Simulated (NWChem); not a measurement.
MgH2Se; SMILES [MgH][SeH]

Results from NWChem. The geometry was optimised at PBE-D3(BJ)/def2-SVP. B3LYP is NWChem's, with the RPA form of VWN correlation. Ions are spin-unrestricted doublets at the neutral geometry; other ion states weren't tried.

Among these, which level gives the highest value of “−ε(HOMO) (eV)”?
(A) LDA (Slater exchange, VWN5)/def2-TZVP
(B) Hartree-Fock/def2-TZVP
(C) B3LYP/def2-TZVP
(D) PBE/def2-TZVP

B, Hartree-Fock/def2-TZVP. Values: PBE/def2-TZVP 5.66; LDA (Slater exchange, VWN5)/def2-TZVP 5.80; B3LYP/def2-TZVP 6.51; Hartree-Fock/def2-TZVP 9.20
